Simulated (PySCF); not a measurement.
Species: (HBNH)3 ring, B₃H₆N₃.
Z-matrix (Å and degrees, PBE0-D3(BJ)/def2-SVP geometry), rows numbered from 1:
```
B 
H   1  1.2096
N   1  1.4268  2  121.33
B   3  1.4269  1  122.61  2   179.94
H   4  1.2096  3  121.31  1  -179.83
N   4  1.4267  3  117.39  1     0.14
B   6  1.4268  4  122.63  3    -0.21
H   7  1.2097  6  121.36  4  -179.79
N   1  1.4267  2  121.31  3   179.98
H   3  1.0112  1  118.70  2     0.07
H   6  1.0112  4  118.70  3  -179.92
H   9  1.0112  1  118.67  2    -0.03
```

The closed-shell ground state was solved at several levels (PySCF, density fitting, gas phase, non-relativistic). The dipole stays under 0.02 D at every level.

```tsv
level	basis functions	HOMO (eV)	LUMO (eV)	gap (eV)
B3LYP/pcJ-1	222	-7.87	0.24	8.11
CAM-B3LYP/def2-SVPD	168	-9.57	0.98	10.55
KT2/pcSseg-1	132	-6.94	-0.54	6.40
```

**Question.** What might PBE0/pcSseg-1 (132 basis functions) give for the same quantities?

**Answer.** HOMO -8.17 eV, LUMO 0.42 eV, gap 8.59 eV.

**Question.** Over all these levels, which gives the widest orbital gap and which the narrowest?

**Answer.** CAM-B3LYP/def2-SVPD (range-separated hybrid) has the widest, 10.55 eV, and KT2/pcSseg-1 (GGA) the narrowest, 6.40 eV. Functional and basis both differ between the two, so the spread mixes both effects.

One conformer stands for the species.
